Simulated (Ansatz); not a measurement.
Coupled-cluster diagnostics for Li₉⁻, Ansatz.

Geometry of the singlet (r2SCAN/def2-TZVPD):

```xyz
9

Li    1.169    0.277   -1.412
Li    1.178    1.839    1.045
Li   -1.715   -0.450   -2.538
Li   -3.522   -0.875    0.127
Li   -0.999   -0.224    2.116
Li   -1.405    1.283   -0.268
Li    4.037    1.000    0.092
Li    1.895   -1.055    1.078
Li   -0.639   -1.793   -0.239
```

Correlated methods freeze no core orbitals; core or outer-core shells of Li are correlated, in sets that lack core-valence functions. The structure comes from a short search, and lower isomers may exist.

Q: Estimate the CCSD(T) correlation energy, the shares of MP2 and (T), T1 and the reference's ⟨S²⟩ for: charge -1, singlet, own geometry in def2-TZVPPD; and the rough time on 2 threads of Arm Neoverse V2 on a shared host.

A: 
```csv
state,basis,correlation (eV),MP2 share (%),(T) share (%),T1,⟨S²⟩ (pure),wall time,remarks
"charge -1, singlet, own geometry",def2-TZVPPD,-14.810,84.5,5.0,0.022,0.00 (0.00),1.7 min,"large T1, restricted SCF unstable"
```
Customary marks for T1 are 0.02 (closed shells), 0.045 (open shells) and about 0.05 (3d metals). T1 exceeds 0.02 in 1 of 1 rows and 0.045 in 0; the higher it lies, the less the single-reference result can be trusted.
